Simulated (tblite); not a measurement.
Species: C4H7OSe (doublet state).
SMILES with atom numbers: `[CH3:1][O:2][CH:3][C:4]([CH3:5])=[Se:6]` (hydrogens: H7, H8, H9 on C1; H10 on C3; H11, H12, H13 on C5)
Bond orders are those of one Lewis drawing.

Computed with GFN2-xTB (tblite), gas phase: L-BFGS steps from a force-field or distance-geometry start until the largest atomic force falls under 0.01 eV/Å.

Step 28: E = -525.7462 eV
```
atom  x, y, z in Å  |  force x, y, z in eV/Å
C1      2.1640   -0.7173    0.0316   -0.181   0.010   0.009
O2      0.7990   -0.6837    0.4149   -0.252  -0.225  -0.231
C3      0.2479    0.5425    0.3549   -0.050   0.140  -0.152
C4     -1.0529    0.8244    0.0909    0.046  -0.264  -0.006
C5     -2.0732   -0.2289   -0.2173   -0.059  -0.061  -0.059
Se6    -1.5815    2.6134    0.0273    0.111   0.021   0.060
H7      2.3855   -1.7253   -0.3138   -0.049  -0.042   0.101
H8      2.8220   -0.4559    0.8642   -0.031   0.004   0.048
H9      2.3099   -0.0179   -0.7899    0.259   0.025  -0.112
H10     0.9704    1.3395    0.4445   -0.045   0.400   0.127
H11    -1.7280   -0.8433   -1.0530    0.062  -0.066   0.202
H12    -3.0197    0.2213   -0.5233    0.125   0.020   0.165
H13    -2.2478   -0.8684    0.6515    0.063   0.039  -0.151
```

Step 29: E = -525.7658 eV
```
atom  x, y, z in Å  |  force x, y, z in eV/Å
C1      2.1641   -0.7223    0.0310   -0.127   0.026  -0.022
O2      0.7900   -0.6726    0.3867   -0.099  -0.134  -0.212
C3      0.2493    0.5612    0.3429   -0.050  -0.012  -0.219
C4     -1.0525    0.8302    0.0667    0.051  -0.212   0.224
C5     -2.0717   -0.2339   -0.2150    0.030   0.074  -0.098
Se6    -1.6074    2.6144    0.0559    0.117  -0.003   0.022
H7      2.3799   -1.7401   -0.2967   -0.073   0.046   0.100
H8      2.8190   -0.4618    0.8711   -0.146  -0.003  -0.006
H9      2.3408   -0.0318   -0.7976    0.186  -0.060  -0.009
H10     0.9738    1.3557    0.4528   -0.097   0.344   0.087
H11    -1.7361   -0.8472   -1.0491    0.137  -0.188   0.102
H12    -3.0129    0.2174   -0.5247   -0.006   0.038   0.184
H13    -2.2406   -0.8687    0.6583    0.077   0.085  -0.153
```

Q: Estimate the geometry and energy of step 30. (The exact step hangs on the optimiser's Hessian estimate; all steps are aligned on step 29, rigid shifts and turns removed.)

A: E = -525.7818 eV, largest force 0.357 eV/Å
```
atom  x, y, z in Å  |  force x, y, z in eV/Å
C1      2.1609   -0.7228    0.0265   -0.026   0.007  -0.050
O2      0.7799   -0.6681    0.3549    0.068   0.032  -0.184
C3      0.2493    0.5730    0.3372   -0.002  -0.129  -0.223
C4     -1.0506    0.8317    0.0503   -0.003  -0.120   0.336
C5     -2.0692   -0.2367   -0.2143    0.089   0.129  -0.104
Se6    -1.6166    2.6125    0.0605    0.094   0.023   0.012
H7      2.3712   -1.7476   -0.2852   -0.055   0.074   0.071
H8      2.8127   -0.4649    0.8736   -0.251   0.000  -0.038
H9      2.3715   -0.0401   -0.8067    0.070  -0.135   0.095
H10     0.9684    1.3696    0.4845   -0.130   0.227   0.025
H11    -1.7446   -0.8566   -1.0433    0.190  -0.247   0.009
H12    -3.0080    0.2151   -0.5199   -0.111   0.058   0.165
H13    -2.2293   -0.8645    0.6641    0.067   0.081  -0.114
```

The energy changes by -0.0160 eV. The first-order estimate −F·Δx gives -0.0227 eV and the mean of the old and new forces, exact on a quadratic surface, -0.0159 eV. The step makes an angle of 65° with the force vector and moves no atom by more than 0.035 Å.

The cost below is that of the whole relaxation. On one thread, Arm Neoverse V2 (aarch64) (shared host), this took 0.33 s wall.
